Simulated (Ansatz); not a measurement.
## How methods differ on InH3F− ([InFH3]-)

The species is InH3F− (5 atoms), meant as a singlet with charge -1. SMILES: `[H][In-]([H])([H])[F]`. Geometry: a GFN2-xTB relaxation, a rough one for these elements and not checked as a minimum.

```
atom    x (Å)    y (Å)    z (Å)
  In   0.0017   0.0031  -0.1344
   F   0.0095  -0.0193   1.8835
   H   1.6439   0.0097  -0.5932
   H  -0.8322   1.4253  -0.5650
   H  -0.8229  -1.4189  -0.5910
```

Quantity: the energy change with the In1–H5 bond stretched from 1.706 to 3.412 Å, in eV. The values are calculated.

```json
{"level": "BLYP/STO-3G (restricted)", "kind": "GGA", "program": "Ansatz", "value (eV)": "4.20", "less FCI/STO-3G": "-0.39", "CPU time (all runs)": "3.8 s"}
{"level": "r2SCAN/STO-3G (restricted)", "kind": "meta-GGA", "program": "Ansatz", "value (eV)": "4.64", "less FCI/STO-3G": "+0.05", "CPU time (all runs)": "8.8 s"}
{"level": "B3LYP/STO-3G (restricted)", "kind": "global hybrid", "program": "Ansatz", "value (eV)": "4.78", "less FCI/STO-3G": "+0.19", "CPU time (all runs)": "4 s"}
{"level": "BHLYP/STO-3G (restricted)", "kind": "global hybrid", "program": "Ansatz", "value (eV)": "5.49", "less FCI/STO-3G": "+0.90", "CPU time (all runs)": "3.6 s"}
{"level": "wB97M-V/STO-3G (restricted)", "kind": "range-separated hybrid", "program": "Ansatz", "value (eV)": "5.38", "less FCI/STO-3G": "+0.79", "CPU time (all runs)": "44 s"}
{"level": "MP2/STO-3G (restricted)", "kind": "perturbation theory", "program": "Ansatz", "value (eV)": "5.41", "less FCI/STO-3G": "+0.82", "CPU time (all runs)": "1.1 s"}
{"level": "BCCD(T)/STO-3G (restricted)", "kind": "coupled cluster or CI", "program": "Ansatz", "value (eV)": "4.59", "less FCI/STO-3G": "0.00", "CPU time (all runs)": "1.3 s"}
{"level": "CCSDTQ/STO-3G (restricted)", "kind": "coupled cluster or CI", "program": "Ansatz", "value (eV)": "4.59", "less FCI/STO-3G": "0.00", "CPU time (all runs)": "39 s"}
{"level": "FCI/STO-3G", "kind": "exact in the basis", "program": "Ansatz", "value (eV)": "4.59", "less FCI/STO-3G": "0.00", "CPU time (all runs)": "23 s"}
```

FCI/STO-3G is exact within its basis and frozen core, so for wave-function methods in that basis the difference is their error; functionals converge differently with the basis, so for them it is only a difference. All-electron rows without a relativistic Hamiltonian named are non-relativistic. Sets without diffuse functions describe the anion poorly. The first shape isn't each level's own minimum. The values span 4.20 to 5.49 eV. All rows use very small basis sets, so even the best lies far from the true value. In the correlated wave-function rows the outer d shell of In is correlated, in sets not made for it. CPU times are rough (shared hosts, several kinds of processor): they show what a rung costs within a factor of a few.
